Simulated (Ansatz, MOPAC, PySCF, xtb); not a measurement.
Complex: CH4O (SMILES CO) (first 6 atoms) with CH4S (SMILES CS); geometry from B3LYP-D3(BJ)/def2-TZVP, rigid monomers moved along the line of their centres of mass till O2···H12 is 3.18 Å.
(charge 0, multiplicity 1):
```xyz
12

C     -0.290    -0.545     0.090
O     -0.200     0.768     0.635
H     -1.268    -0.730    -0.365
H     -0.151    -1.235     0.921
H      0.492    -0.733    -0.652
H     -0.278     1.410    -0.077
C     -1.165    -0.051     4.837
S      0.617    -0.410     4.700
H     -1.682    -0.303     3.914
H     -1.549    -0.672     5.644
H     -1.336     0.995     5.081
H      0.830     0.345     3.610
```

Interaction energies are E(AB) − E(A) − E(B) at the monomers' geometry in the complex; basis-set methods are counterpoise corrected. Rows marked so take none.

Correlated levels freeze the cores. Rows in STO-3G carry no dispersion term and start afresh at each structure. The state reached by PM3 isn't checked.

Programs: Ansatz (Gaussian orbitals); MOPAC for PM3 (differences of heats of formation); PySCF for STO-3G rows; xtb for the GFN methods. 

```csv
level,interaction energy (kJ/mol)
PM3,-3.2
GFN2-xTB,-8.1
HF/STO-3G (no counterpoise),-2.1
PBE/def2-TZVPPD,___
wB97X-V/def2-TZVPPD,-7.3
wB97M-V/def2-TZVPPD,-6.9
SCS-MP2/aug-cc-pV(D+d)Z,-6.3
CCSD/aug-cc-pV(D+d)Z,-6.5
CCSD(T)/aug-cc-pV(D+d)Z,-6.8
```

**Question.** What belongs in the gaps?

**Answer.** 
- PBE/def2-TZVPPD, interaction energy (kJ/mol): -5.4

Ansatz is a first-principles code.
